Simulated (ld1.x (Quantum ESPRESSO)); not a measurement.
Logarithmic derivatives: Co, TM semilocal

| Quantity | Value |
| --- | --- |
| Element | Co (Z = 27) |
| Generator | ld1.x (Quantum ESPRESSO) 7.5 |
| Type | norm-conserving Troullier–Martins (semilocal form) |
| Functional | PBE |
| Relativity | scalar-relativistic |
| Frozen core | [Ne] 3s2 |
| Valence charge | 15 |
| Reference configuration | 3p6 3d7 4s2 4p0 |
| Partial waves | 3p (bound): rc 0.95 bohr; 3d (bound): rc 0.95 bohr; 4s (bound): rc 2.30 bohr |
| Local potential | the s channel |
| Core correction | Bessel-smoothed model core inside 0.75 bohr |

The phase is arctan(r·u′/u) with u = r·R(r), unwrapped; energies in Ry, scanned from -7 to 5 Ry. A pole is an energy at which the radial function vanishes at the test radius. The pseudo phase is shifted by a multiple of π to meet the all-electron one at the reference energy, and phase errors are pseudo minus all-electron; the curves can meet again beyond the range given. Levels narrower than the energy grid can be missing from the lists of poles.

Question: For each channel, where are the poles, and over which energies does the pseudopotential scatter like the atom?

Answer:

| channel | radius (bohr) | reference energy (Ry) | poles, all-electron | poles, pseudo | unbroken range about the reference energy with phases within 0.05 rad | phase error 1 Ry above the reference energy (rad) |
| --- | --- | --- | --- | --- | --- | --- |
| s | 2.48 | -0.40 | 1.69 | 1.57 | below 2.9 | -0.007 |
| p | 2.48 | -4.82 | -4.81, 2.77 | -4.81, 2.74 | the whole range | -0.000 |
| d | 2.48 | -0.60 | -0.47, 4.61 | -0.47, 4.67 | the whole range | +0.001 |

Phases in the d channel:

```json
{"E (Ry)": "-7.00", "all-electron": "1.421", "pseudo": "1.421"}
{"E (Ry)": "-6.74", "all-electron": "1.418", "pseudo": "1.418"}
{"E (Ry)": "-6.48", "all-electron": "1.415", "pseudo": "1.415"}
{"E (Ry)": "-6.22", "all-electron": "1.412", "pseudo": "1.412"}
{"E (Ry)": "-5.96", "all-electron": "1.409", "pseudo": "1.409"}
{"E (Ry)": "-5.70", "all-electron": "1.405", "pseudo": "1.405"}
{"E (Ry)": "-5.44", "all-electron": "1.401", "pseudo": "1.402"}
{"E (Ry)": "-5.18", "all-electron": "1.397", "pseudo": "1.397"}
{"E (Ry)": "-4.92", "all-electron": "1.393", "pseudo": "1.393"}
{"E (Ry)": "-4.66", "all-electron": "1.388", "pseudo": "1.388"}
{"E (Ry)": "-4.40", "all-electron": "1.383", "pseudo": "1.383"}
{"E (Ry)": "-4.14", "all-electron": "1.378", "pseudo": "1.378"}
{"E (Ry)": "-3.88", "all-electron": "1.372", "pseudo": "1.372"}
{"E (Ry)": "-3.62", "all-electron": "1.365", "pseudo": "1.365"}
{"E (Ry)": "-3.36", "all-electron": "1.357", "pseudo": "1.357"}
{"E (Ry)": "-3.10", "all-electron": "1.349", "pseudo": "1.349"}
{"E (Ry)": "-2.84", "all-electron": "1.339", "pseudo": "1.339"}
{"E (Ry)": "-2.58", "all-electron": "1.328", "pseudo": "1.328"}
{"E (Ry)": "-2.32", "all-electron": "1.314", "pseudo": "1.314"}
{"E (Ry)": "-2.06", "all-electron": "1.298", "pseudo": "1.298"}
{"E (Ry)": "-1.80", "all-electron": "1.277", "pseudo": "1.277"}
{"E (Ry)": "-1.54", "all-electron": "1.248", "pseudo": "1.248"}
{"E (Ry)": "-1.28", "all-electron": "1.202", "pseudo": "1.202"}
{"E (Ry)": "-1.02", "all-electron": "1.107", "pseudo": "1.107"}
{"E (Ry)": "-0.76", "all-electron": "0.627", "pseudo": "0.627"}
{"E (Ry)": "-0.50", "all-electron": "-1.519", "pseudo": "-1.519"}
{"E (Ry)": "-0.24", "all-electron": "-1.760", "pseudo": "-1.760"}
{"E (Ry)": "0.02", "all-electron": "-1.851", "pseudo": "-1.850"}
{"E (Ry)": "0.28", "all-electron": "-1.920", "pseudo": "-1.920"}
{"E (Ry)": "0.54", "all-electron": "-1.994", "pseudo": "-1.993"}
{"E (Ry)": "0.80", "all-electron": "-2.089", "pseudo": "-2.087"}
{"E (Ry)": "1.06", "all-electron": "-2.224", "pseudo": "-2.220"}
{"E (Ry)": "1.32", "all-electron": "-2.439", "pseudo": "-2.432"}
{"E (Ry)": "1.58", "all-electron": "-2.800", "pseudo": "-2.785"}
{"E (Ry)": "1.84", "all-electron": "-3.324", "pseudo": "-3.302"}
{"E (Ry)": "2.10", "all-electron": "-3.811", "pseudo": "-3.792"}
{"E (Ry)": "2.36", "all-electron": "-4.122", "pseudo": "-4.109"}
{"E (Ry)": "2.62", "all-electron": "-4.307", "pseudo": "-4.297"}
{"E (Ry)": "2.88", "all-electron": "-4.423", "pseudo": "-4.416"}
{"E (Ry)": "3.14", "all-electron": "-4.502", "pseudo": "-4.496"}
{"E (Ry)": "3.40", "all-electron": "-4.560", "pseudo": "-4.554"}
{"E (Ry)": "3.66", "all-electron": "-4.604", "pseudo": "-4.599"}
{"E (Ry)": "3.92", "all-electron": "-4.640", "pseudo": "-4.635"}
{"E (Ry)": "4.18", "all-electron": "-4.670", "pseudo": "-4.665"}
{"E (Ry)": "4.44", "all-electron": "-4.696", "pseudo": "-4.691"}
{"E (Ry)": "4.70", "all-electron": "-4.720", "pseudo": "-4.715"}
{"E (Ry)": "4.96", "all-electron": "-4.742", "pseudo": "-4.736"}
```
